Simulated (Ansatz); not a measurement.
Basis-set extrapolation for `CC(=O)O[SiH](F)F` (PBE0-D4/def2-TZVP geometry, frozen core, Ansatz 0.2.0). Multiplicity 1, RHF reference.

```csv
,def2-TZVPP,def2-QZVPP
HF,-716.022348,-716.052446
MP2 correlation,-1.394449,-1.511454
CCSD(T) correlation,-1.465766,not run
```

Energies in hartree. Use E(X) = E(∞) + A·exp(−7.88·√X) for Hartree–Fock and E(X) = E(∞) + B·X^(−2.97) for correlation, with X = 3 and 4, and add CCSD(T) minus MP2 of the smaller set to the MP2 limit.

What is the CCSD(T) energy at the basis-set limit?

HF limit: -716.052446 + (-0.030098) × 0.13774 = -716.05659. MP2 limit: -1.511454 + (-0.117005) × 0.74074 = -1.59812. Higher-order term: -1.465766 − (-1.394449) = -0.07132. Total: -717.72603 hartree, 624.6 kJ/mol below CCSD(T)/def2-TZVPP.
